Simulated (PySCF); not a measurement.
The same groups moved round the core (phenanthrene mercapto). Isolated molecules, 0 K electronic values unless said otherwise. One relaxed conformer stands for each flexible species; it need not be the lowest. Strings in code marks are SMILES.

Calculation: B3LYP-D3(BJ)/def2-SVP // PBE0-D4/def2-SVP (PySCF). All candidates: neutral, multiplicity 1. B3LYP has the VWN-RPA correlation part, as in Gaussian. Excitations are Tamm–Dancoff values on a coarser integration grid. The basis has no diffuse functions, so Rydberg states are missing or too high.

The LUMO is -1.50 eV, the brightest of the four lowest singlets (TDA) is 4.10 eV and the T1 excitation (TDA) is 2.95 eV.

**Question.** Say which member has these values.
(A) `Sc1cccc2c1ccc1ccccc12` (H–S–C–C torsion 127°)
(B) `Sc1ccc2c(ccc3ccccc32)c1` (H–S–C–C torsion 0°)
(C) `Sc1ccc2ccc3ccccc3c2c1` (H–S–C–C torsion 180°)

**Answer.** A, `Sc1cccc2c1ccc1ccccc12` (H–S–C–C torsion 127°). The others give `Sc1ccc2ccc3ccccc3c2c1` (H–S–C–C torsion 180°): -1.29 eV, 4.10 eV, 2.94 eV; `Sc1ccc2c(ccc3ccccc32)c1` (H–S–C–C torsion 0°): -1.34 eV, 4.78 eV, 3.02 eV
